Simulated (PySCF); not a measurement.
## UHF on Ta²⁺ (tantalum, charge +2)

Configuration: [Xe] 4f14 5d3, high-spin 4F determinant. All numbers are calculated (PySCF 2.14, scalar relativity through the core potential, in aug-cc-pVDZ-PP with ECP60MDF).

```
Total energy             : -56.007721 hartree
One-electron energy      : -88.0143 hartree
Hartree (Coulomb) energy : 37.8702 hartree
Exchange energy          : -5.8637 hartree
⟨S²⟩                     : 3.7536
⟨L²⟩                     : 12.031
Sum of ⟨r⟩               : 16.18 bohr
Sum of ⟨r²⟩              : 28.12 bohr²
Time after the integrals : 0.24 s of wall time on 1 thread of Neoverse-V1 (shared host)
```

| shell | electrons | mean orbital energy (hartree) | rms radius, mean of both spins (bohr) |
| --- | --- | --- | --- |
| 5s α | 1 | -3.77878 | 1.20 |
| 5s β | 1 | -3.66811 | 1.20 |
| 5p α | 3 | -2.40251 | 1.40 |
| 5p β | 3 | -2.23163 | 1.40 |
| 5d α | 3 | -0.88396 | 2.13 |

Energies and moments cover only the electrons outside the core potential. Spin-orbit coupling, absent here, splits the open shell strongly.
